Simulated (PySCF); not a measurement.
Atom-mapped SMILES (the numbers label the heavy atoms): `[F:1][c:2]1[cH:3][cH:4][cH:5][c:6]([Cl:7])[cH:8]1`. Each H is labelled by its parent atom.

GIAO PBE0/pcSseg-1 shifts (PySCF 2.14.0 with density-fitted response routines, gas phase, non-relativistic, equivalent atoms averaged), each against references optimised in the same way as the molecule (CFCl3, TMS, HCl).

On the GFN2-xTB geometry: F1 -112.7, C2 173.0, C6 147.4, C4 136.0, C5 130.2, C8 122.8, C3 119.3, Cl7 246, H(C4) 7.58, H(C8) 7.37, H(C5) 7.36, H(C3) 7.20 ppm.

What changes on the PBE0-D3(BJ)/def2-SVP geometry?

## Answers


| atoms | δ (ppm) | change |
| --- | --- | --- |
| F1 | -107.9 | +4.8 |
| C2 | 170.4 | -2.6 |
| C6 | 147.0 | -0.4 |
| C4 | 135.8 | -0.2 |
| C5 | 129.7 | -0.5 |
| C8 | 121.9 | -0.9 |
| C3 | 118.5 | -0.8 |
| Cl7 | 245 | -1 |
| H(C4) | 7.37 | -0.21 |
| H(C8) | 7.15 | -0.22 |
| H(C5) | 7.19 | -0.17 |
| H(C3) | 7.01 | -0.19 |

Unscaled 19F shifts against computed CFCl3 carry errors that often reach 10 to 50 ppm.

Bonds between heavy atoms that differ most (equivalent bonds averaged): F1–C2 1.346 → 1.330 Å, C4–C5 1.384 → 1.393 Å, C3–C4 1.384 → 1.393 Å, C6–C8 1.386 → 1.394 Å, C5–C6 1.387 → 1.395 Å. Mean change of bonds to hydrogen: C–H +0.013 Å.
